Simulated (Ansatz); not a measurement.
`C=C([SiH3])[O][AlH][F]` → Al• + 2 C• + F• + 6 H• + O• + Si•  (atomization)

Gas-phase electronic energies from Ansatz, PBE0-D4/def2-TZVP geometries. CBS: MP2 limit from def2 TZ/QZ plus the TZ coupled-cluster correction, frozen cores. This one scheme is used for every species, atoms too. Functionals use def2-TZVPP. No spin–orbit coupling; open shells (•) take unrestricted orbitals. Spin–orbit coupling would lower the free atoms: a little for Al, C, F, O, Si. One conformer a species, not always the lowest.

```csv
species,B2PLYP energy (Eh)
`C=C([SiH3])[O][AlH][F]`,-786.62069
Al•,-242.24823
C•,-37.82703
F•,-99.71857
H•,-0.49861
O•,-75.05191
Si•,-289.25332
```

Q: Work out ΔE.

A: ΔE = 6 × (-0.49861) + 2 × (-37.82703) + (-242.24823) + (-99.71857) + (-75.05191) + (-289.25332) − (-786.62069) = 1.70294 Eh = +1068.6 kcal/mol. CCSD(T)/CBS gives +1082.4 kcal/mol.

Largest T1 diagnostic among the species: 0.018.

In def2-TZVPP, CCSD(T) changes the Hartree–Fock value by +254.7 kcal/mol (the triples alone add +16.1 kcal/mol) and MP2 by +277.0 kcal/mol; breaking electron pairs costs correlation energy, which Hartree–Fock lacks. The D4 term adds +10.5 kcal/mol with B3LYP and +5.6 kcal/mol with PBE0; it sums over pairs of atoms, weighted by their polarisabilities, and B3LYP, whose exchange is more repulsive, gets the larger term.

B3LYP here is the variant with VWN-RPA as its local correlation; programs differ in this.

For atomizations the MP2-based limit and the directly extrapolated one differ by several kJ/mol either way, and by 10 to 25 for some Ge, Se and Sn compounds, so smaller differences from it don't rank the levels.
